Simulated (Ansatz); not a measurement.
`[CH3][Ta]([CH3])(=[NH])[NH2]`. The species carries charge 0 and has multiplicity 1. Ta takes the def2 core potential.

Cartesian coordinates in Å:
```
C 1.612 -1.045 0.568
Ta -0.119 -0.076 -0.322
C -1.385 0.716 1.258
N -1.040 -1.300 -1.198
N 0.410 1.330 -1.611
H 1.278 -1.779 1.312
H 2.233 -1.579 -0.157
H 2.249 -0.314 1.083
H -1.610 -0.080 1.979
H -2.341 1.104 0.897
H -0.875 1.523 1.801
H -1.569 -2.010 -1.675
H 0.207 1.369 -2.598
H 0.950 2.142 -1.338
```

**Question.** What are the harmonic wavenumbers in cm⁻¹ at PBE0-D4/def2-TZVP (Ansatz, finite differences of forces, unscaled)? (Best estimate.)

**Answer.** Computed: 101, 112, 138, 143, 153, 186, 214, 342, 438, 484, 497, 509, 527, 540, 542, 571, 582, 601, 685, 996, 1188, 1193, 1411, 1418, 1420, 1427, 1549, 3009, 3011, 3085, 3087, 3118, 3118, 3560, 3669, 3689.

**Question.** Is this a minimum?

**Answer.** Yes, all 36 modes are real.

**Question.** Give the ideal-gas thermochemistry at 298.15 K and 1 bar (rigid rotor, harmonic oscillator; point group Cs, symmetry number 1).

**Answer.** Zero-point energy 283.0 kJ/mol; H(298) − E = 311.8 kJ/mol; entropy 403.8 J/(mol·K), of which translation 177.3, rotation 113.7, vibration 112.7; G(298) − E = 191.4 kJ/mol.

**Question.** And at 400, 500, 600, 800 and 1000 K?

**Answer.** 
```tsv
T (K)	H − E (kJ/mol)	S (J/mol/K)	G − E (kJ/mol)
400	328.7	452.6	147.7
500	347.5	494.5	100.3
600	367.9	531.6	49.0
800	412.5	595.5	-63.9
1000	461.0	649.6	-188.6
```
